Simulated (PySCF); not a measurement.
**Working out the excitation energy of P**

P [Ne] 3s2 3p3 (4S) → P [Ne] 3s1 3p3 4s1 (6S). All numbers are calculated (PySCF 2.14, no relativity, point nucleus, in aug-cc-pV(T+d)Z (6s5p4d2f, 55 functions)). Frozen: [Ne]. Energies in hartree (1 hartree = 27.21139 eV):

```json
{"part": "UHF", "P (lower)": "-340.716492", "P (upper)": "-340.322830"}
{"part": "CCSD correlation", "P (lower)": "-0.102209", "P (upper)": "-0.042137"}
{"part": "(T)", "P (lower)": "-0.004078", "P (upper)": "-0.000932"}
```

Task: What does Hartree-Fock give?

Result: (-340.322830) − (-340.716492) = 0.393662 hartree = 10.712 eV.

Task: What do CCSD and CCSD(T) give?

Result: The CCSD correlation energies differ by 0.060072 hartree = 1.635 eV and the triples by 0.003146 hartree = 0.086 eV, so CCSD gives 12.347 eV and CCSD(T) 12.433 eV.

The upper state lies above the first ionisation limit, but in LS coupling its spin forbids autoionisation to the ground ion. A Rydberg-like electron needs more diffuse functions than a valence basis has.
